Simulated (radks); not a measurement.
Results of a calculation; reference values are marked as such.
Question: Ionisation of C, [He] 2s2 2p2, to C+, [He] 2s2 2p1, under several functionals. Dirac Kohn-Sham, spin-unpolarised, spherical densities, point nucleus; open shells fill j = l - 1/2 first; a radial shooting solver on a logarithmic mesh with Libxc functionals. The NIST Atomic Spectra Database gives 11.260 eV (measured). Rank these functionals by the error of their Delta-SCF ionisation energy: PBEsol; BP86; exchange-only PBE; PW91; SOGGA; LDA (Slater exchange, VWN5 correlation); LDA (Slater exchange, Perdew-Zunger correlation); PBE; AM05.

Answer: From best to worst: LDA (Slater exchange, Perdew-Zunger correlation) 10.992 eV (-0.269); LDA (Slater exchange, VWN5 correlation) 10.991 eV (-0.269); BP86 10.947 eV (-0.313); PW91 10.932 eV (-0.328); PBE 10.865 eV (-0.395); PBEsol 10.792 eV (-0.468); AM05 10.773 eV (-0.487); SOGGA 10.689 eV (-0.571); exchange-only PBE 10.079 eV (-1.182). Spin polarisation and multiplet splitting are left out, so open shells lie too high by an amount that depends on their filling.

Beside tabulated values, note that spin-unpolarised runs miss the spin-polarisation part of the exchange energy of open shells.
